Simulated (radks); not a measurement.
Initial-state core-level shifts of neutral calcium when its valence configuration changes from [Ar] 4s2. All-electron calculation, Dirac Kohn-Sham, BLYP, spin-unpolarised, spherical densities, point nucleus; open shells are shared between the two j in proportion to 2j + 1. Program: a radial shooting solver on a logarithmic mesh with Libxc functionals. Shifts are changes of the shell-averaged eigenvalues in eV (positive: less bound).

| valence | 1s | 2s | 3s | 3p |
|---|---|---|---|---|
| 4s1 4p1 | -1.406 | -1.405 | -1.371 | -1.353 |
| 3d1 4s1 | +2.041 | +2.546 | +2.252 | +2.110 |
| 4s1.5 4p0.5 | -0.726 | -0.725 | -0.708 | -0.699 |
| 3d0.5 4s1.5 | +1.384 | +1.687 | +1.484 | +1.397 |
| 4p2 | -2.668 | -2.669 | -2.601 | -2.562 |
